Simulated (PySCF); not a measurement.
# [OsOCl4]2+: from a saddle point downhill

PySCF 2.14.0, RKS PBE0, Os def2-SVP with ECP60, O def2-SVP, Cl def2-SVP; non-relativistic Hamiltonian with scalar-relativistic core potentials where named; density fitting; no spin-orbit coupling. Relaxed within the symmetry of its start, the geometry (C3v) is

```xyz
6

Os    0.0000    0.0000    0.1689
O     0.0000    0.0000    1.8476
Cl    0.0000    0.0000   -2.0927
Cl    2.1917    0.0000    0.1068
Cl   -1.0959    1.8981    0.1068
Cl   -1.0958   -1.8981    0.1068
```

and its lowest harmonic modes are -88, -88, 130, 130, 212, 266 cm⁻¹ (negative: unstable). It was moved along the lowest mode and relaxed again, within the group Cs that the move left.

(1) Where does it end, and how much lower?

(2) How do the contacts change?

(3) Is the end a minimum?

State: singlet.

Answers

(1) In Cs, 0.562 eV lower, after 21 steps:
```xyz
6

Os   -0.0090   -0.0154    0.2937
O     0.4218    0.7308    1.6840
Cl    0.6381    1.1036   -1.6793
Cl    1.9060   -0.9161   -0.3528
Cl   -1.7455    1.1936   -0.3538
Cl   -1.0847   -1.8772    0.6524
```

(2) 
```csv
contact,saddle (Å),end (Å)
Os1–O2 (O),1.679,1.636
Os1–Cl3 (Cl),2.262,2.359
Os1–Cl4 (Cl),2.193,2.213
Os1–Cl5 (Cl),2.193,2.213
Os1–Cl6 (Cl),2.193,2.180
```


(3) Yes; lowest modes 81, 162, 174, 195, 203, 248 cm⁻¹.
